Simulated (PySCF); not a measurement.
An equivalent PySCF input for Li⁺ (lithium, charge +1), 1s2, closed-shell 1S, with scalar relativity by spin-free X2C-1e:

```python
from pyscf import gto, scf, dft, mp, cc
import basis_set_exchange as bse
mol = gto.M(atom="Li 0 0 0", charge=1, spin=0, symmetry="D2h",
            basis=gto.basis.parse(bse.get_basis("dyall-av3z", elements=["Li"], fmt="nwchem")),
            nucmod="G")
mf = dft.UKS(mol, xc="PBEsol").sfx2c1e()
mf.irrep_nelec = {'Ag': (1, 1)}
mf.kernel()
```

It reaches the same state as the run whose output follows, with an energy that differs only through the grid. The run itself started from symmetry-adapted Hartree-Fock orbitals and held the occupation by maximum overlap, on a logarithmic radial grid, so the iterations belong to that start.

```
SCF conv_tol = 1e-09
number electrons alpha = 1  beta = 1
XC functionals = PBEsol
    J. P. Perdew, A. Ruzsinszky, G. I. Csonka, O. A. Vydrov, G. E. Scuseria, L. A. Constantin, X. Zhou, and K. Burke.,  Phys. Rev. Lett. 100, 136406 (2008)
    J. P. Perdew, A. Ruzsinszky, G. I. Csonka, O. A. Vydrov, G. E. Scuseria, L. A. Constantin, X. Zhou, and K. Burke.,  Phys. Rev. Lett. 100, 136406 (2008)
cycle= 1 E= -7.19705787842955  delta_E= -0.00134  |g|= 0.0144  |ddm|= 0.0331
cycle= 2 E= -7.19709114490151  delta_E= -3.33e-05  |g|= 0.00334  |ddm|= 0.00321
cycle= 3 E= -7.19709307193714  delta_E= -1.93e-06  |g|= 6.63e-06  |ddm|= 0.000602
cycle= 4 E= -7.19709307194368  delta_E= -6.54e-12  |g|= 9.61e-09  |ddm|= 1.16e-06
converged SCF energy = -7.19709307194368  <S^2> = 8.8817842e-16  2S+1 = 1
```
